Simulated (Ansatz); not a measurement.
One change: `C[Si](S)(Cl)C=O` becomes `N[Si](S)(Cl)C=O`.

Ansatz, PBE0-D4/def2-TZVP geometries, multiplicity 1. Each molecule was computed in one conformer, which needn't be the lowest.

```
                                        property  `C[Si](S)(Cl)C=O`
size of the dipole moment (B3LYP/def2-TZVPP) / D               1.21
              LUMO energy (PBE0/def2-TZVPP) / eV              -1.86
           HOMO energy (ωB97M-V/def2-TZVPP) / eV              -9.33
               LUMO energy (PBE/def2-TZVPP) / eV              -2.95
              HOMO energy (PBE0/def2-TZVPP) / eV              -7.08
           LUMO energy (ωB97M-V/def2-TZVPP) / eV               0.40
```

Question: What does the change do to each property? (Best estimate.)

Answer: The calculation gave: 
```json
{"property": "size of the dipole moment (B3LYP/def2-TZVPP) / D", "`N[Si](S)(Cl)C=O`": "1.87", "shift": "0.66"}
{"property": "LUMO energy (PBE0/def2-TZVPP) / eV", "`N[Si](S)(Cl)C=O`": "-1.80", "shift": "0.06"}
{"property": "HOMO energy (ωB97M-V/def2-TZVPP) / eV", "`N[Si](S)(Cl)C=O`": "-9.35", "shift": "-0.02"}
{"property": "LUMO energy (PBE/def2-TZVPP) / eV", "`N[Si](S)(Cl)C=O`": "-2.92", "shift": "0.03"}
{"property": "HOMO energy (PBE0/def2-TZVPP) / eV", "`N[Si](S)(Cl)C=O`": "-7.08", "shift": "0.00"}
{"property": "LUMO energy (ωB97M-V/def2-TZVPP) / eV", "`N[Si](S)(Cl)C=O`": "0.47", "shift": "0.07"}
```

Dipoles are sizes alone; their direction can turn.

B3LYP here is the variant with VWN-RPA as its local correlation; programs differ in this.
